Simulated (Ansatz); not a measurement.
**Two structures of CH7AlSi2**

Structure I is a singlet given by its coordinates and structure II is `C[Si@@H]1[AlH][SiH2]1`, a singlet. Both are isolated molecules in the gas phase, relaxed with PBE0-D3(BJ)/def2-SVP.

I (Å):

```yaml
atoms:
  - { symbol: C, position_ang: [-0.7902, 2.5310, -2.0054] }
  - { symbol: Al, position_ang: [1.2752, -0.3325, 0.3485] }
  - { symbol: Si, position_ang: [-1.6227, 2.0558, -0.3963] }
  - { symbol: Si, position_ang: [-0.8053, 0.6142, 0.9912] }
  - { symbol: H, position_ang: [0.1538, 1.9813, -2.1311] }
  - { symbol: H, position_ang: [-1.4475, 2.3057, -2.8602] }
  - { symbol: H, position_ang: [-0.5757, 3.6113, -2.0232] }
  - { symbol: H, position_ang: [-2.9115, 2.7802, -0.1817] }
  - { symbol: H, position_ang: [-1.6275, 0.3799, 2.2143] }
  - { symbol: H, position_ang: [2.0562, -1.4003, 1.2295] }
  - { symbol: H, position_ang: [1.8589, 0.1715, -1.0456] }
```

Close contacts (Å): C1–Si3 1.87, Al2–Si4 2.37, Si3–Si4 2.16, C1–H5 1.10, C1–H6 1.10, C1–H7 1.10, Al2–H10 1.59, Al2–H11 1.59, Si3–H8 1.49, Si4–H9 1.49.

II (Å):

```yaml
atoms:
  - { symbol: C, position_ang: [-0.5291, 1.8129, -2.5426] }
  - { symbol: Al, position_ang: [-1.1612, 2.0132, 1.4794] }
  - { symbol: Si, position_ang: [-0.9015, 1.2393, -0.7860] }
  - { symbol: Si, position_ang: [0.5535, 0.4189, 0.8607] }
  - { symbol: H, position_ang: [-1.4010, 2.3307, -2.9704] }
  - { symbol: H, position_ang: [-0.2807, 0.9517, -3.1814] }
  - { symbol: H, position_ang: [0.3240, 2.5068, -2.5427] }
  - { symbol: H, position_ang: [-2.0374, 0.2429, -0.7547] }
  - { symbol: H, position_ang: [-1.8833, 2.8818, 2.5992] }
  - { symbol: H, position_ang: [0.9647, -1.0011, 1.1010] }
  - { symbol: H, position_ang: [1.7727, 1.3052, 0.8677] }
```

Problem. Estimate which is lower in electronic energy at CCSD(T)/def2-SVP + ΔMP2/def2-TZVPP, and by roughly how much.

Solution. Not settled: CCSD(T)/def2-SVP + ΔMP2/def2-TZVPP gives E(II) − E(I) = −1.38 kcal/mol, but this leans on the basis-set step: CCSD(T) alone gives +0.20 kcal/mol.

Level by level:

| level | geometry | E(II) − E(I) (kcal/mol) | departure from the last row (kcal/mol) | job, with rough time for the two |
| --- | --- | --- | --- | --- |
| PBE0-D3(BJ)/def2-SVP | PBE0-D3(BJ)/def2-SVP | −4.29 | −2.91 | optimisation, 19 s |
| HF/def2-SVP | PBE0-D3(BJ)/def2-SVP | −0.58 | +0.80 | part of the CCSD(T) run |
| MP2/def2-SVP | PBE0-D3(BJ)/def2-SVP | −0.57 | +0.81 | part of the CCSD(T) run |
| CCSD(T)/def2-SVP | PBE0-D3(BJ)/def2-SVP | +0.20 | +1.58 | single point |
| CCSD(T)/def2-SVP + ΔMP2/def2-TZVPP | PBE0-D3(BJ)/def2-SVP | −1.38 |  | single point, 16 s |

CCSD(T)/def2-SVP finds them nearly level. The largest departure from CCSD(T)/def2-SVP + ΔMP2/def2-TZVPP is that of PBE0-D3(BJ)/def2-SVP, 2.91 kcal/mol. Levels run at GFN2-xTB geometries aren't shown. The last row adds to CCSD(T) the change of the MP2 difference between the two basis sets, here −1.58 kcal/mol.

With harmonic frequencies from PBE0-D3(BJ)/def2-SVP (ideal gas, rigid rotor, one conformer each, 298.15 K, 1 atm): on the last row, ΔE + ΔZPE = −0.95 kcal/mol. A mode under 50 cm⁻¹ makes harmonic enthalpies and free energies unreliable, so none is given.

The correlated steps freeze 16 core orbitals. Codes used: Ansatz 0.2.0; the last row on 2 threads of Intel(R) Xeon(R) 6975P-C (Granite Rapids) on a shared host.
